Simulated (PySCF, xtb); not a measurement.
Ga(F)3 cation (F3Ga), SMILES [F][Ga]([F])[F] (connectivity only; charge and spin as stated), charge +1, multiplicity 2.

Harmonic wavenumbers (cm⁻¹) from GFN2-xTB in xtb at its own minimum, in rising order: 21, 29, 122, 319, 338, 341.

### Question
What does PBE-D3(BJ)/def2-SVP (PySCF) give at its own minimum? (Estimate from the structure and the level; the computed values follow.)

### Answer
47, 47, 144, 567, 568, 587. Paired by order, the mean absolute difference is 132 cm⁻¹ and the zero-point energies are 1.7 and 2.8 kcal/mol.
